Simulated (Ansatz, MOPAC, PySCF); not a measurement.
Pair of molecules: HF (SMILES F) (first 2 atoms) with CH2O2 (SMILES O=CO); geometry from B3LYP-D3(BJ)/def2-TZVP.
(charge 0, multiplicity 1):
```xyz
7

F      0.3902     0.0014     0.4621
H     -0.1553    -0.4725     1.0950
O     -0.6899    -0.7837     2.6171
C     -0.1086    -0.0341     3.3746
O      0.7919     0.8672     3.0266
H     -0.2794    -0.0318     4.4554
H      0.9196     0.8374     2.0518
```

Counterpoise-corrected where a basis set is named; no monomer relaxation. Rows marked so take none.

Correlated levels freeze the cores. Rows in 3-21G, 6-31G* carry no dispersion term and start afresh at each structure (6-31G* with six Cartesian d functions). The state reached by PM7 isn't checked; PM7 holds dispersion and hydrogen-bond terms.

Run with Ansatz (Gaussian basis) for Hartree–Fock, density functionals and correlated methods; MOPAC for PM7 (differences of heats of formation); PySCF for 3-21G rows, 6-31G* rows, M06-2X, the dispersion terms. Each number belongs to the level named beside it.

```json
[
 {"level": "PM7", "interaction energy (kcal/mol)": "1.26"},
 {"level": "HF/3-21G (no counterpoise)", "interaction energy (kcal/mol)": "-21.39"},
 {"level": "revPBE/def2-TZVPPD", "interaction energy (kcal/mol)": "-9.30"},
 {"level": "B3LYP/6-31G* (no counterpoise)", "interaction energy (kcal/mol)": "-18.22"},
 {"level": "B3LYP-D3(BJ)/def2-TZVPPD", "interaction energy (kcal/mol)": "?"},
 {"level": "BHLYP-D4/def2-TZVPPD", "interaction energy (kcal/mol)": "-13.80"},
 {"level": "M06-2X/def2-TZVPPD", "interaction energy (kcal/mol)": "-13.68"},
 {"level": "CAM-B3LYP/def2-TZVPPD", "interaction energy (kcal/mol)": "-13.66"},
 {"level": "CCSD/aug-cc-pVDZ", "interaction energy (kcal/mol)": "?"}
]
```

**Question.** Fill in the missing entries.

**Answer.** 
- B3LYP-D3(BJ)/def2-TZVPPD, interaction energy (kcal/mol): -13.17
- CCSD/aug-cc-pVDZ, interaction energy (kcal/mol): -10.08

Ansatz is a quantum-chemistry and plane-wave program.
